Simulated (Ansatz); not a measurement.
Bond stretch in LiNa, singlet.

Levels of theory: RKS-PBE = restricted PBE/cc-pVTZ (Ansatz, a quantum-chemistry and plane-wave program); UKS-PBE = unrestricted PBE/cc-pVTZ (Ansatz); UKS-B3LYP = unrestricted B3LYP/cc-pVTZ (Ansatz); FCI = full CI/cc-pVTZ, frozen core (Ansatz).

Energies relative to the lowest point of each curve near equilibrium, in mEh; the last columns give the error against full CI:

```
R / Å  RKS-PBE  UKS-PBE  UKS-B3LYP   FCI  RKS-PBE − FCI  UKS-PBE − FCI  UKS-B3LYP − FCI
-----  -------  -------  ---------  ----  -------------  -------------  ---------------
2.34      10.8     10.8        9.9  12.4           -1.5           -1.5             -2.4
2.52       4.5      4.5        3.9   5.5           -0.9           -0.9             -1.6
2.63       2.2      2.2        1.7   2.8           -0.6           -0.6             -1.1
2.78       0.4      0.4        0.2   0.7           -0.3           -0.3             -0.5
2.80       0.3      0.3        0.1   0.5           -0.2           -0.2             -0.4
2.93       0.0      0.0        0.0   0.0            0.0            0.0              0.0
2.98       0.1      0.1        0.2   0.0            0.1            0.1              0.1
3.11       0.7      0.7        1.0   0.5            0.2            0.2              0.5
3.29       2.4      2.4        2.9   2.0            0.4            0.4              0.9
3.37       3.4      3.4        4.0   3.0            0.5            0.5              1.0
3.62       7.0      7.0        7.9   6.4            0.6            0.6              1.5
3.95      12.4     12.1       13.6  11.5            0.8            0.6              2.0
4.36      19.0     17.8       19.4  17.6            1.5            0.2              1.8
4.85      26.2     22.9       23.9  23.2            3.0           -0.3              0.6
5.28      31.4     25.8       26.2  26.5            4.9           -0.7             -0.3
5.86      37.0     28.0       27.9  29.1            7.9           -1.1             -1.2
6.31      40.1     28.9       28.5  30.1           10.0           -1.3             -1.6
7.24      44.4     29.4       29.1  31.0           13.4           -1.6             -1.9
7.86      46.0     29.5       29.2  31.2           14.8           -1.7             -2.0
8.90      47.4     29.5       29.3  31.3           16.0           -1.8             -2.0
```

RKS-PBE is furthest from FCI at 8.90 (16.0 mEh, above); its mean absolute error over the points is 3.9 mEh.

UKS-PBE is furthest from FCI at 8.90 (-1.8 mEh, below); its mean absolute error over the points is 0.7 mEh.

UKS-B3LYP is furthest from FCI at 2.34 (-2.4 mEh, below); its mean absolute error over the points is 1.2 mEh.

The restricted form behind RKS-PBE keeps the bonding electrons paired and can't separate into open-shell fragments. The unrestricted determinant behind UKS-PBE, UKS-B3LYP is spin-contaminated at 3.95 to 8.90 Å (<S²> up to 1.0, against 0.00 for a pure singlet).
